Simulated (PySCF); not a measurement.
Tl⁺ (thallium, charge +1) across methods

[Xe] 4f14 5d10 6s1 6p1, high-spin 3P determinant (an excited configuration). All numbers are calculated (PySCF 2.14, the spin-free X2C one-electron Hamiltonian (Gaussian nucleus), in x2c-TZVPPall (11s7p6d3f, 83 functions)).

```json
{"method": "TPSS", "E (hartree)": "-20248.25", "mean ε 5d β (eV)": "-24.260", "mean ε 6s α (eV)": "-18.055", "mean ε 6p α (eV)": "-9.737", "Σ⟨r²⟩ (bohr²)": "56.40", "⟨S²⟩": "2.002"}
{"method": "UHF", "E (hartree)": "-20243.12256", "mean ε 5d β (eV)": "-31.599", "mean ε 6s α (eV)": "-21.805", "mean ε 6p α (eV)": "-12.945", "Σ⟨r²⟩ (bohr²)": "56.75", "⟨S²⟩": "2.004"}
{"method": "PBE0", "E (hartree)": "-20248.77", "mean ε 5d β (eV)": "-26.344", "mean ε 6s α (eV)": "-19.230", "mean ε 6p α (eV)": "-10.663", "Σ⟨r²⟩ (bohr²)": "56.33", "⟨S²⟩": "2.002"}
{"method": "BLYP", "E (hartree)": "-20250.09", "mean ε 5d β (eV)": "-24.089", "mean ε 6s α (eV)": "-17.946", "mean ε 6p α (eV)": "-9.536", "Σ⟨r²⟩ (bohr²)": "56.71", "⟨S²⟩": "2.001"}
{"method": "LDA", "E (hartree)": "-20236.75", "mean ε 5d β (eV)": "-24.488", "mean ε 6s α (eV)": "-18.393", "mean ε 6p α (eV)": "-9.837", "Σ⟨r²⟩ (bohr²)": "56.37", "⟨S²⟩": "2.001"}
{"method": "M06", "E (hartree)": "-20249.24", "mean ε 5d β (eV)": "-26.676", "mean ε 6s α (eV)": "-18.568", "mean ε 6p α (eV)": "-10.174", "Σ⟨r²⟩ (bohr²)": "56.67", "⟨S²⟩": "2.000"}
{"method": "PBE", "E (hartree)": "-20249.02", "mean ε 5d β (eV)": "-24.248", "mean ε 6s α (eV)": "-18.098", "mean ε 6p α (eV)": "-9.747", "Σ⟨r²⟩ (bohr²)": "56.53", "⟨S²⟩": "2.001"}
{"method": "r2SCAN", "E (hartree)": "-20249.02", "mean ε 5d β (eV)": "-24.656", "mean ε 6s α (eV)": "-18.532", "mean ε 6p α (eV)": "-10.030", "Σ⟨r²⟩ (bohr²)": "56.05", "⟨S²⟩": "2.004"}
```

Spin-orbit coupling, absent here, splits the open shell strongly.
